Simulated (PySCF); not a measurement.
Working out the excitation energy of Au

Au [Xe] 4f14 5d10 6s1 (2S) → Au [Xe] 4f14 5d10 6d1 (2D). All numbers are calculated (PySCF 2.14, a scalar-relativistic core potential, in aug-cc-pVDZ-PP with ECP60MDF). Frozen: 5s2 5p6. Energies in hartree (1 hartree = 27.21139 eV):

| part | Au (lower) | Au (upper) |
| --- | --- | --- |
| UHF | -134.780705 | -134.508589 |
| CCSD correlation | -0.302154 | -0.261676 |
| (T) | -0.008648 | -0.006612 |

What does Hartree-Fock give?

(-134.508589) − (-134.780705) = 0.272116 hartree = 7.405 eV.

What do CCSD and CCSD(T) give?

The CCSD correlation energies differ by 0.040478 hartree = 1.101 eV and the triples by 0.002036 hartree = 0.055 eV, so CCSD gives 8.506 eV and CCSD(T) 8.561 eV.

A double-zeta basis recovers only part of the correlation energy.
